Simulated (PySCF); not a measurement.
C6H12O, SMILES CC(C)(C)/C=C\O, GFN2-xTB optimised geometry. Atoms within 1.6 Å of the plane z = 0.8 Å (x, y, z in Å): C1 (-0.66, -1.51, 1.18), C2 (-0.17, -0.67, 0.00), C4 (1.37, -0.67, 0.00), C5 (-0.63, 0.77, 0.00), C6 (-1.25, 1.51, 0.91), O7 (-1.67, 1.19, 2.16), H8 (-0.37, -2.55, 1.02), H9 (-1.75, -1.48, 1.26), H10 (-0.20, -1.19, 2.12), H15 (1.75, -0.19, 0.90), H16 (1.75, -1.69, -0.04), H18 (-1.48, 2.55, 0.70), H19 (-1.47, 0.27, 2.35).

Calculation: CAM-B3LYP/def2-SVP run with PySCF 2.14.0. Cells within 0.4 Å of a nucleus heavier than hydrogen are left out (blank, or x).

Map of the HOMO−1 amplitude (bohr^(-3/2)) on the plane z = 0.8 Å; orbital energy -10.47 eV, overall sign arbitrary:

```
|55555555555555555555555555555|
|55555555555555555555555555555|
|55555555555555555555555555555|
|55555555555555555555555555555|
|55555555544555555555555555555|
|55555555444445555555555555555|
|55555554432345555555555555555|
|55555554310245555555555555555|
|55555554320245555555555555555|
|5555555543xx66655555555555555|
|5555555555xx87655555555555555|
|55555555568986555555555555555|
|55555555566765555666655555555|
|55555555555543455666665555555|
|55555555555433356777665555555|
|55555555555432356787655555555|
|55555555665433456776655555555|
|55555556666543456665555555555|
|555555566665x2455555555555555|
|55555556666522345555555555555|
|55555556665422345555555555555|
|55555555555432345555555555555|
|55555555555433345555555555555|
|55555555555544445555555555555|
|55555555555555555555555555555|
|55555555555555555555555555555|
|55555555555555555555555555555|
|55555555555555555555555555555|
|55555555555555555555555555555|
```
Scale: ten equal steps from -0.159 (start of '0') to 0.119 (end of '9'), in the order '0123456789'; x runs from -5.00 to 5.00, y from -5.00 (bottom) to 5.00 (top).
